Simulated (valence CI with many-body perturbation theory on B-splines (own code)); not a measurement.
**Forbidden lines of Ho XLVI**

Computed by valence CI with perturbative core correlation (CI+MBPT): four valence electrons over a frozen Dirac-Fock core [Ar], a basis of 9 s, 9 p, 10 d, 8 f, 5 g, 3 h, 1 i functions for each j, with the one-electron correlation potential Σ1 (screened to all orders), the two-electron term Σ2, the three-electron term Σ3, Breit, model QED; selected single and double excitations, second order for the rest (own B-spline code, finite nucleus).

The last digits are not significant, and no measured levels were compared; by estimate large intervals hold to a few tenths of a per cent, small ones and those within an open d or f shell to about a per cent. The list stops below the first excitations out of the core. Only levels of the ground parity were solved; by the run's estimate the other parity begins above the list, which can be wrong where configurations are misplaced.

Lines 51 to 100 of 114 in falling wavelength, among levels below 1692600 cm⁻¹, chosen from the decays that carry over 1 % of a level's rate. Wavelengths and rates use the calculated energies. Electric multipoles are in the length gauge, E1 and E2 with the static RPA response of the core. Weak lines are less certain than strong ones. Lines between different terms over intervals too small for the method are left out, as are lines whose strength nearly cancels. The highest levels of a list are the least certain.

Levels are named by their leading jj configuration (3d3/2^4 stands for four electrons in 3d with j = 3/2), which in mixed levels can hold well under half, so a name can repeat and another be missing. Letters in brackets count levels of one name in rising energy.

| λ vac (nm) | Upper | Lower | Type | A (s⁻¹) | Branch % |
| --- | --- | --- | --- | --- | --- |
| 27.50 | (3d3/2^2 3d5/2^2) J=6 | (3d3/2^3 3d5/2) J=4 | E2 | 1.55e+01 | 18.2 |
| 27.38 | (3d3/2^2 3d5/2^2) J=0 [a] | (3d3/2^3 3d5/2) J=1 | M1 | 1.99e+06 | 100.0 |
| 27.34 | (3d3/2 3d5/2^3) J=3 [a] | (3d3/2^2 3d5/2^2) J=3 [a] | M1 | 7.09e+05 | 36.8 |
| 27.31 | (3d3/2 3d5/2^3) J=2 [a] | (3d3/2^2 3d5/2^2) J=2 [b] | M1 | 3.71e+05 | 22.9 |
| 27.09 | (3d3/2 3d5/2^3) J=4 [b] | (3d3/2^2 3d5/2^2) J=4 [c] | M1 | 3.23e+05 | 26.0 |
| 26.78 | (3d3/2 3d5/2^3) J=4 [a] | (3d3/2^2 3d5/2^2) J=4 [a] | M1 | 1.19e+06 | 70.7 |
| 26.68 | (3d3/2^2 3d5/2^2) J=2 [b] | (3d3/2^3 3d5/2) J=3 | M1 | 3.34e+03 | 1.5 |
| 26.56 | (3d3/2 3d5/2^3) J=5 | (3d3/2^2 3d5/2^2) J=5 | M1 | 2.62e+05 | 28.0 |
| 26.51 | (3d3/2^2 3d5/2^2) J=2 [a] | (3d3/2^3 3d5/2) J=1 | M1 | 1.07e+06 | 81.2 |
| 26.47 | (3d3/2 3d5/2^3) J=2 [a] | (3d3/2^2 3d5/2^2) J=3 [b] | M1 | 4.67e+05 | 28.7 |
| 26.28 | (3d3/2 3d5/2^3) J=3 [b] | (3d3/2^2 3d5/2^2) J=2 [b] | M1 | 2.04e+05 | 17.6 |
| 26.27 | (3d5/2^4) J=4 | (3d3/2 3d5/2^3) J=5 | M1 | 3.30e+05 | 12.8 |
| 26.13 | (3d3/2 3d5/2^3) J=6 | (3d3/2^2 3d5/2^2) J=5 | M1 | 4.28e+05 | 53.6 |
| 25.86 | (3d5/2^4) J=2 | (3d3/2 3d5/2^3) J=3 [b] | M1 | 2.27e+05 | 8.6 |
| 25.72 | (3d3/2 3d5/2^3) J=3 [a] | (3d3/2^2 3d5/2^2) J=2 [a] | M1 | 1.07e+06 | 55.5 |
| 25.64 | (3d3/2^2 3d5/2^2) J=3 [b] | (3d3/2^3 3d5/2) J=2 | M1 | 1.97e+04 | 3.6 |
| 25.50 | (3d3/2 3d5/2^3) J=3 [b] | (3d3/2^2 3d5/2^2) J=3 [b] | M1 | 4.44e+05 | 38.2 |
| 25.46 | (3d3/2 3d5/2^3) J=3 [b] | (3d3/2^2 3d5/2^2) J=4 [b] | M1 | 1.55e+05 | 13.3 |
| 25.21 | (3d3/2 3d5/2^3) J=3 [c] | (3d3/2^2 3d5/2^2) J=2 [c] | M1 | 2.99e+05 | 30.9 |
| 24.96 | (3d3/2 3d5/2^3) J=1 [b] | (3d3/2^2 3d5/2^2) J=2 [c] | M1 | 4.24e+05 | 29.0 |
| 24.94 | (3d5/2^4) J=2 | (3d3/2 3d5/2^3) J=2 [a] | M1 | 6.87e+05 | 25.9 |
| 24.93 | (3d3/2^2 3d5/2^2) J=4 [b] | (3d3/2^3 3d5/2) J=4 | M1 | 3.72e+03 | 2.5 |
| 24.90 | (3d3/2^2 3d5/2^2) J=2 [b] | (3d3/2^3 3d5/2) J=2 | M1 | 1.59e+05 | 70.2 |
| 24.89 | (3d3/2^2 3d5/2^2) J=3 [b] | (3d3/2^3 3d5/2) J=4 | M1 | 4.30e+05 | 79.2 |
| 24.54 | (3d3/2 3d5/2^3) J=2 [a] | (3d3/2^2 3d5/2^2) J=1 | M1 | 2.24e+05 | 13.8 |
| 23.80 | (3d3/2 3d5/2^3) J=5 | (3d3/2^2 3d5/2^2) J=4 [a] | M1 | 1.54e+05 | 16.5 |
| 23.78 | (3d5/2^4) J=4 | (3d3/2 3d5/2^3) J=3 [a] | M1 | 8.20e+05 | 31.9 |
| 23.54 | (3d3/2 3d5/2^3) J=1 [a] | (3d3/2^2 3d5/2^2) J=2 [a] | M1 | 9.65e+05 | 39.0 |
| 23.40 | (3d5/2^4) J=4 | (3d3/2 3d5/2^3) J=4 [a] | M1 | 1.24e+06 | 48.3 |
| 23.01 | (3d3/2 3d5/2^3) J=2 [b] | (3d3/2^2 3d5/2^2) J=2 [c] | M1 | 4.28e+05 | 40.2 |
| 22.89 | (3d3/2 3d5/2^3) J=1 [a] | (3d3/2^2 3d5/2^2) J=0 [a] | M1 | 9.12e+05 | 36.9 |
| 21.62 | (3d3/2^2 3d5/2^2) J=2 [c] | (3d3/2^3 3d5/2) J=3 | M1 | 8.65e+05 | 76.2 |
| 21.49 | (3d5/2^4) J=2 | (3d3/2 3d5/2^3) J=1 [a] | M1 | 9.45e+05 | 35.6 |
| 21.45 | (3d3/2 3d5/2^3) J=2 [a] | (3d3/2^2 3d5/2^2) J=3 [a] | M1 | 4.50e+05 | 27.7 |
| 20.81 | (3d3/2 3d5/2^3) J=3 [b] | (3d3/2^2 3d5/2^2) J=3 [a] | M1 | 1.17e+05 | 10.1 |
| 20.48 | (3d3/2 3d5/2^3) J=1 [b] | (3d3/2^2 3d5/2^2) J=2 [b] | M1 | 3.05e+04 | 2.1 |
| 20.44 | (3d3/2^2 3d5/2^2) J=2 [c] | (3d3/2^3 3d5/2) J=2 | M1 | 2.48e+05 | 21.8 |
| 20.29 | (3d3/2 3d5/2^3) J=0 | (3d3/2^2 3d5/2^2) J=1 | M1 | 6.60e+05 | 87.3 |
| 20.20 | (3d3/2 3d5/2^3) J=3 [b] | (3d3/2^2 3d5/2^2) J=4 [a] | M1 | 1.55e+05 | 13.4 |
| 20.13 | (3d3/2 3d5/2^3) J=3 [c] | (3d3/2^2 3d5/2^2) J=4 [b] | M1 | 4.80e+04 | 5.0 |
| 20.08 | (3d3/2^2 3d5/2^2) J=4 [c] | (3d3/2^3 3d5/2) J=3 | M1 | 2.82e+05 | 79.4 |
| 19.99 | (3d3/2^2 3d5/2^2) J=2 [b] | (3d3/2^3 3d5/2) J=1 | M1 | 5.30e+04 | 23.4 |
| 19.94 | (3d5/2^4) J=2 | (3d3/2 3d5/2^3) J=3 [a] | M1 | 6.45e+05 | 24.3 |
| 19.86 | (3d3/2 3d5/2^3) J=3 [b] | (3d3/2^2 3d5/2^2) J=2 [a] | M1 | 3.47e+04 | 3.0 |
| 19.84 | (3d3/2 3d5/2^3) J=4 [b] | (3d3/2^2 3d5/2^2) J=3 [b] | M1 | 3.28e+05 | 26.4 |
| 19.15 | (3d3/2 3d5/2^3) J=2 [b] | (3d3/2^2 3d5/2^2) J=2 [b] | M1 | 3.82e+04 | 3.6 |
| 18.88 | (3d3/2 3d5/2^3) J=1 [b] | (3d3/2^2 3d5/2^2) J=1 | M1 | 2.28e+05 | 15.6 |
| 18.73 | (3d3/2 3d5/2^3) J=2 [b] | (3d3/2^2 3d5/2^2) J=3 [b] | M1 | 1.27e+05 | 11.9 |
| 17.76 | (3d5/2^4) J=4 | (3d3/2^2 3d5/2^2) J=4 [c] | M1 | 5.85e+04 | 2.3 |
| 17.76 | (3d3/2 3d5/2^3) J=4 [b] | (3d3/2^2 3d5/2^2) J=5 | M1 | 4.40e+05 | 35.4 |
